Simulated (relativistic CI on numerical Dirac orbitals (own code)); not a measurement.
## Radial parameters of Lu²³⁺

These numbers are calculated, not measured: Dirac-Coulomb-Breit CI, orbitals from a KLI potential per configuration, model QED (radiative potential, 1s self-energy scaled to tabulated hydrogen-like ionisation energies), unscaled Slater integrals (own radial code, finite nucleus).

Slater integrals F^k, G^k are unscaled and averaged over j, outside the closed core [Ar] 3d10; ζ comes from projecting the Hamiltonian with its Breit term on Σ l·s of the shell.

- 4s2.4p6.4d10.4f2: F^2(4f,4f) = 213700, F^4(4f,4f) = 138780, F^6(4f,4f) = 101320, ζ(4f) = 5839.7 cm⁻¹; <r>(4f) = 0.4862, <r^2>(4f) = 0.2723 (bohr units).
- 4s2.4p6.4d10.4f.5s: ζ(4f) = 6019.2, G^3(4f,5s) = 31583 cm⁻¹; <r>(4f) = 0.4812, <r^2>(4f) = 0.2666, <r>(5s) = 0.8601, <r^2>(5s) = 0.824 (bohr units).
- 4s2.4p6.4d9.4f3: ζ(4d) = 38754, F^2(4f,4f) = 213400, F^4(4f,4f) = 138580, F^6(4f,4f) = 101170, F^2(4d,4f) = 202110, F^4(4d,4f) = 131860, G^1(4d,4f) = 221910, G^3(4d,4f) = 148290, G^5(4d,4f) = 107560, ζ(4f) = 5781.2 cm⁻¹; <r>(4d) = 0.4923, <r^2>(4d) = 0.2774, <r>(4f) = 0.4868, <r^2>(4f) = 0.2729 (bohr units).

Averages of the first 10 configurations, taken without configuration mixing, which lowers the lowest level and can move excited configurations by several eV; other configurations of the list can lie among them:

| Configuration | Parity | States | Average energy above the lowest level (eV) |
| --- | --- | --- | --- |
| 4s2.4p6.4d10.4f2 | even | 91 | 5.6 |
| 4s2.4p6.4d10.4f.5s | odd | 28 | 91.0 |
| 4s2.4p6.4d9.4f3 | odd | 3640 | 199.7 |
| 4s2.4p6.4d10.5s2 | even | 1 | 185.8 |
| 4s2.4p6.4d10.4f.5p | even | 84 | 142.9 |
| 4s2.4p6.4d10.5s.5p | odd | 12 | 235.0 |
| 4s2.4p6.4d10.5p2 | even | 15 | 289.5 |
| 4s2.4p6.4d10.4f.5d | odd | 140 | 214.1 |
| 4s2.4p6.4d10.5s.5d | even | 20 | 308.6 |
| 4s2.4p5.4d10.4f3 | even | 2184 | 390.8 |
